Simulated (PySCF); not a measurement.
C₂H₇NOSi₂, SMILES N[Si@]1(O)C=C[SiH2]1.

Coordinates come from a B3LYP-D3(BJ)/def2-SVP optimisation. The structure was generated by enumeration; whether it is a known compound was not checked. Other conformers were not sampled.

Calculation: TDDFT-PBE/def2-SVPD run with PySCF.

Vertical excitations. Isolated molecule, no solvent.

**Question.** Estimate the UV-visible absorptions. (An estimate is asked for; the answer gives what the named calculation found.)

**Answer.** 
```tsv
state	energy (eV)	λ (nm)	f	main pairs
S1	4.12	301	0.006	HOMO→LUMO 99 %
S2	4.89	253	0.012	HOMO−1→LUMO 92 %
S3	5.27	235	0.002	HOMO→LUMO+1 91 %
S4	5.39	230	0.014	HOMO→LUMO+2 88 %
S5	5.48	226	0.016	HOMO→LUMO+3 37 %, HOMO−2→LUMO 29 %, HOMO−3→LUMO 28 %
S6	5.61	221	0.017	HOMO→LUMO+3 50 %, HOMO−2→LUMO 27 %
S7	6.01	206	0.010	HOMO−3→LUMO 34 %, HOMO−1→LUMO+1 25 %, HOMO−1→LUMO+2 11 %, HOMO−2→LUMO 8 %
S8	6.08	204	0.012	HOMO−1→LUMO+1 58 %, HOMO−1→LUMO+2 14 %
S9	6.19	200	0.029	HOMO−1→LUMO+2 51 %, HOMO→LUMO+4 13 %, HOMO−1→LUMO+3 10 %
S10	6.29	197	0.023	HOMO→LUMO+4 65 %, HOMO→LUMO+5 13 %, HOMO−1→LUMO+3 13 %
T1	3.84	323	0	HOMO→LUMO 96 %
T2	4.26	291	0	HOMO−1→LUMO 39 %, HOMO−2→LUMO 38 %, HOMO−3→LUMO 16 %
T3	4.76	260	0	HOMO−1→LUMO 50 %, HOMO−2→LUMO 47 %
T4	4.95	251	0	HOMO→LUMO+1 71 %, HOMO→LUMO+3 15 %
```
Triplets are in the Tamm–Dancoff approximation, which puts them higher than full response would, so one can lie above its singlet here.
